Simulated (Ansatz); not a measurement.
This geometry of AlH$_{4}$NO$_{2}$ (8 atoms, charge 0, multiplicity 1) is a first-order saddle point.

Computed with RKS B3LYP/def2-SVP (Ansatz 0.2.0).

```xyz
8
Properties=species:S:1:pos:R:3
Al -0.019 0.190 0.154
O 0.010 -0.299 1.786
N 0.480 -0.906 -1.137
H 0.813 -1.854 -1.001
O -0.467 1.767 -0.316
H -0.659 -0.717 2.330
H 0.530 -0.649 -2.117
H -0.688 2.469 0.301
```

Task: Which two structures does it join? (They come from a converged band through this point; their orientation in space is the band's.)

Result: No bond is made or broken.

Image 0:

```xyz
8
Properties=species:S:1:pos:R:3
Al -0.056 0.101 0.135
O -0.224 -0.639 1.661
N 0.497 -0.907 -1.201
H 0.733 -1.891 -1.122
O -0.380 1.740 -0.203
H -0.490 -0.236 2.490
H 0.627 -0.584 -2.154
H -0.706 2.416 0.394
```

Image 10:

```xyz
8
Properties=species:S:1:pos:R:3
Al -0.092 0.244 0.154
O -0.349 -0.173 1.787
N 0.466 -0.897 -1.077
H 0.702 -1.872 -0.933
O -0.385 1.849 -0.332
H -0.247 -1.039 2.188
H 0.601 -0.647 -2.052
H -0.696 2.535 0.264
```

Task: How far does it lie above each of them?

Result: 0.050 eV above the first and 0.059 eV above the second. This is the barrier of this one path; another mechanism may lie lower.

Run time: 2.8 min on 2 threads of Intel(R) Xeon(R) 6975P-C (Granite Rapids), with other jobs on the host, peak memory 0.2 GiB.
